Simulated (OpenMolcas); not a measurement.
**W5+: moving or changing the point charges**

W5+ among 4 point charges of -2.5 e arranged as a square (D4h), 1.96 Å from the ion.
```
   1.9600    0.0000    0.0000  -2.50
   0.0000    1.9600    0.0000  -2.50
  -1.9600    0.0000    0.0000  -2.50
   0.0000   -1.9600    0.0000  -2.50
```

* Program: OpenMolcas
* Method: SS-CASPT2, IPEA 0.25 Eh, imaginary shift 0.1 Eh (closed shells correlated: 4f 5s 5p)
* Basis: ANO-RCC-VDZP [7s6p4d2f1g]
* Scalar Hamiltonian: DKH2, point nucleus
* Active space: 1 electron in 5 orbitals (5d)
* State averaging: 2S+1 = 2 even, 5 roots
* Spin-orbit coupling: RASSI with atomic mean-field integrals over the reference wave functions

Runs around this geometry, states (labels of D4, the rotations of D4h). Energies in cm-1 above the lowest state or level, χT in cm3 K/mol.

```tsv
R (Å)	q (e)	Ground state	First state of that spin	First gap with spin-orbit (degeneracies)	χT at 300 K
1.96	-1.25	2A1	2E 3150	7470 (2, 2)	0.150
1.87	-2.5	2A1	2E 16140	16120 (2, 2)	0.174
1.96	-2.5	2A1	2E 12970	13640 (2, 2)	0.135
2.06	-2.5	2A1	2E 10430	11940 (2, 2)	0.110
```

Taking the first state of the same spin as R^-n, n = -ln(10430 / 16140) / ln(2.06 / 1.87) = 4.5 between the shortest and longest distance.

Scaling the charges by -1.25 / -2.5 = 0.50 scales the first state of the same spin by 3150 / 12970 = 0.24; with fixed orbitals a first-order splitting would follow the charge.

Free-ion shares, where given, are those of the reference states; single-state CASPT2 does not remix them. Spin-orbit coupling mixes the spin-free states strongly: the lowest level takes only 56 % from its leading state, 2A1 (holds for R = 1.96, q = -1.25). Point charges carry no covalency, so the field is a model and not that of real ligands. No measured value stands beside these numbers.
